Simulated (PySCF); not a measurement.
# Spin–spin coupling constants

Geometry (Å), atoms numbered from 1 in this order:
```xyz
19

C     2.856    0.763   -0.497
B     1.705   -0.306   -0.654
N     0.385    0.006   -0.319
C    -0.751   -0.903   -0.436
C    -1.951    0.024   -0.572
C    -1.575    1.160    0.376
C    -0.069    1.313    0.155
H     2.962    1.077    0.557
H     2.625    1.683   -1.062
H     3.836    0.398   -0.836
H     1.910   -1.430   -1.070
H    -0.617   -1.589   -1.283
H    -0.855   -1.521    0.477
H    -2.905   -0.462   -0.322
H    -2.022    0.397   -1.607
H    -2.128    2.092    0.191
H    -1.778    0.858    1.416
H     0.458    1.615    1.075
H     0.146    2.089   -0.602
```

Couplings: B3LYP/pcJ-1 (spin–dipole term only in couplings to heteroatoms) in PySCF, geometry PBE0-D3(BJ)/def2-SVP; gas phase, one conformer, non-relativistic. Couplings are averaged over pairs made equivalent by symmetry, fast rotation or ring inversion, so a value needn't be that of the named pair in this geometry, while other rotamers aren't included; one pair stands for each set, and the list holds a selection of those of at least 0.8 Hz over up to four bonds.

Isotopes: ¹³C, ¹H, ¹¹B, ¹⁵N.

| pair | bonds | J (Hz) |
| --- | --- | --- |
| C1, B2 | 1 | ? |
| C1, H8 | 1 | 123.5 |
| B2, N3 | 1 | ? |
| B2, H11 | 1 | 133.5 |
| N3, C4 | 1 | -9.9 |
| C4, C5 | 1 | 35.6 |
| C4, H12 | 1 | 144.9 |
| C5, C6 | 1 | 32.3 |
| C5, H14 | 1 | 136.5 |
| C1, N3 | 2 | -1.0 |
| C1, H11 | 2 | 11.7 |
| B2, C4 | 2 | 2.9 |
| B2, H8 | 2 | -5.6 |
| N3, C5 | 2 | ? |
| C4, H14 | 2 | ? |
| C5, H16 | 2 | ? |
| H12, H13 | 2 | -12.9 |
| H14, H15 | 2 | -13.3 |
| C1, C4 | 3 | 3.2 |
| B2, C5 | 3 | 2.6 |
| N3, H14 | 3 | -2.2 |
| C4, H18 | 3 | 2.7 |
| C5, H18 | 3 | ? |
| H12, H14 | 3 | ? |
| H12, H15 | 3 | ? |
| H14, H16 | 3 | 7.7 |

Estimate the withheld couplings, with signs.

## Answers


- ¹J(C1,B2) = 58.1 Hz (bond length 1.579 Å)
- ¹J(B2,N3) = -29.8 Hz (bond length 1.397 Å)
- ²J(N3,C5) = -1.1 Hz (angle at C4 104°)
- ²J(C4,H14) = -1.8 Hz (mean over equivalent pairs that range from -4.2 to 0.5 Hz in this conformer)
- ²J(C5,H16) = -2.8 Hz
- ³J(C5,H18) = 3.9 Hz (mean over equivalent pairs that range from 0.1 to 9.3 Hz in this conformer)
- ³J(H12,H14) = 6.9 Hz (mean over equivalent pairs that range from 0.3 to 13.9 Hz in this conformer)
- ³J(H12,H15) = 8.2 Hz (mean over equivalent pairs that range from 5.6 to 10.8 Hz in this conformer)
